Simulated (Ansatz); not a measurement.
CH5InO (SMILES C[O][InH2]), singlet, geometry from GFN2-xTB (such geometries of metal compounds can be far from the true shape) (core potentials on In); Ansatz (a first-principles code) with B3LYP/def2-TZVPD.

Ansatz was given this input:
Ansatz 0.2 input:
```yaml
crystal:
  periodic: [false, false, false]
  atoms:
    - {symbol: In, position_ang: [-0.07268936, 0.08645913, 0.60168497]}
    - {symbol: H, position_ang: [-1.44192425, 0.69032688, 1.39590614]}
    - {symbol: H, position_ang: [1.43030238, -0.42801592, 1.25600995]}
    - {symbol: O, position_ang: [-0.33062736, -0.00347450, -1.34367780]}
    - {symbol: C, position_ang: [0.60781415, -0.45622399, -2.28782730]}
    - {symbol: H, position_ang: [1.55460424, -0.77531459, -1.82425690]}
    - {symbol: H, position_ang: [0.18992693, -1.30734758, -2.83639681]}
    - {symbol: H, position_ang: [0.82700346, 0.34899384, -2.99743980]}
basis:
  gaussian:
    orbitals: def2-TZVPD
hamiltonian:
  xc: b3lyp
```

It wrote (shortened):

```
Functional definition: B3LYP
1119 factors; their error is unknown
mean field evaluation 1: about -8333.8285 eV, gradient 6.5e1 eV
mean field evaluation 2: about -8251.5186 eV, gradient 1.8e2 eV
mean field evaluation 4: about -8341.8208 eV, gradient 1.3e1 eV
mean field evaluation 8: about -8342.1451 eV, gradient 1.9e-1 eV
mean field evaluation 16: about -8342.1670 eV, gradient 8.3e-5 eV
mean field -8342.16703411 eV, -306.5689839798 hartree, gradient 8.4e-5 eV, S^2 0.000000; 0 other end points of the search recorded, 0 dependent functions left out
reference -8342.16733223 eV, -306.5689949355 hartree; 20, 20 occupied and 158, 158 virtual orbitals, 1119 factors
Total energy: -8342.16733223 eV, -306.5689949355 hartree
```
